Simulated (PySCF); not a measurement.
## Stationary points of BrCl2

These are results of PBE0 in PySCF with Br def2-TZVP, Cl def2-TZVP; no relativity; density-fitted integrals, not measurements.

Relaxations began from a few typed shapes; open shells are unrestricted. The search is not exhaustive: other isomers or separated fragments can lie lower, and high-lying points may rest on an excited occupation.

(1) Which is the lowest minimum found?
A. doublet C2v: Br–Cl 2.272 Å (×2); Cl–Br–Cl 148.7°
B. doublet D∞h: Br–Cl 2.285 Å (×2); Cl–Br–Cl 180.0°

## Answers

(1) A. The others lie at 20.6 (doublet D∞h, a saddle point) kJ/mol above it.

The electron or spin density has lower symmetry than the nuclear frame for the doublet D∞h at 20.6 kJ/mol.
